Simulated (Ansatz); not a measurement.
`B/C=C\O[SiH2][GaH2]`, relaxed with RKS PBE0-D4/def2-TZVP in the Gaussian-basis code of Ansatz from a GFN2-xTB geometry. The force threshold is 0.005 eV/Å; the program also tests the step.

Total charge 0; spin multiplicity 1.

Start:

```xyz
14

B     0.260   -1.872    2.307
C     0.692   -1.638    0.852
C     0.288   -0.605    0.098
O    -0.540    0.343    0.490
Si   -1.033    1.712   -0.288
Ga    0.095    1.577   -2.434
H     0.668   -2.802    2.885
H    -0.476   -1.128    2.826
H     1.370   -2.322    0.359
H     0.640   -0.487   -0.952
H    -2.499    1.571   -0.257
H    -0.615    2.775    0.644
H    -0.525    1.046   -3.830
H     1.673    1.831   -2.698
```

```csv
step,energy (eV),largest force (eV/Å),largest move (Å)
1,-65168.5400,0.968,0.000
2,-65168.6991,0.489,0.192
3,-65168.7281,0.277,0.074
4,-65168.7326,0.141,0.141
5,-65168.7365,0.114,0.067
6,-65168.7434,0.121,0.200
7,-65168.7468,0.144,0.074
8,-65168.7511,0.179,0.113
9,-65168.7573,0.189,0.114
10,-65168.7658,0.242,0.199
11,-65168.7707,0.342,0.195
13,-65168.7978,0.076,0.200
15,-65168.8017,0.054,0.096
17,-65168.8049,0.135,0.132
19,-65168.8071,0.030,0.021
21 (rejected),-65168.8078,0.075,0.160
23 (rejected),-65168.8084,0.041,0.098
25,-65168.8090,0.018,0.044
27,-65168.8092,0.018,0.019
29,-65168.8093,0.009,0.014
31,-65168.8093,0.011,0.004
33,-65168.8094,0.004,0.003
35,-65168.8094,0.009,0.008
37 (rejected),-65168.8094,0.014,0.017
39,-65168.8094,0.005,0.013
41,-65168.8094,0.006,0.011
42,-65168.8094,0.005,0.001
```

End:

```xyz
14

B     0.401   -1.765    2.496
C     0.717   -1.740    1.010
C     0.329   -0.769    0.159
O    -0.367    0.306    0.519
Si   -1.068    1.444   -0.491
Ga    0.136    1.816   -2.561
H     0.792   -2.670    3.178
H    -0.239   -0.892    3.003
H     1.292   -2.531    0.536
H     0.586   -0.812   -0.903
H    -2.466    1.010   -0.776
H    -1.135    2.678    0.332
H    -0.359    2.966   -3.509
H     1.380    0.959   -2.993
```

Hardware: 2 threads of an AMD EPYC 7R13 on a shared host and a share of an NVIDIA H100 80 GB. Wall time 2.4 min, peak host memory 0.92 GiB.
